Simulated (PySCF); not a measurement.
C4H8OSi, SMILES [SiH3]/C=C1\CCO1.

The structure is a stationary point at ωB97X-D3(BJ)/def2-SVP. The structure was generated by enumeration; whether it is a known compound was not checked.

Two levels are set side by side: PBE/def2-TZVP (PySCF) and r2SCAN/def2-TZVP (PySCF). Same geometry, gas phase. Differences are taken from unrounded values.

```csv
quantity,PBE
orbital gap (eV),4.67
highest occupied level (eV),-5.48
lowest empty level (eV),-0.81
dipole moment (D),2.38
mean polarisability (bohr³),81.0
```

**Question.** These are the PBE values. What does r2SCAN give? (An estimate is asked for; the answer gives what the named calculation found.)

**Answer.** 
```json
[
 {"quantity": "orbital gap (eV)", "r2SCAN": "5.10", "PBE minus r2SCAN": "-0.43"},
 {"quantity": "highest occupied level (eV)", "r2SCAN": "-5.69", "PBE minus r2SCAN": "0.21"},
 {"quantity": "lowest empty level (eV)", "r2SCAN": "-0.59", "PBE minus r2SCAN": "-0.22"},
 {"quantity": "dipole moment (D)", "r2SCAN": "2.44", "PBE minus r2SCAN": "-0.06"},
 {"quantity": "mean polarisability (bohr³)", "r2SCAN": "79.1", "PBE minus r2SCAN": "1.9"}
]
```

Rough cost on one machine, each run with all the roots and properties that it gave: r2SCAN against PBE about 4 times.
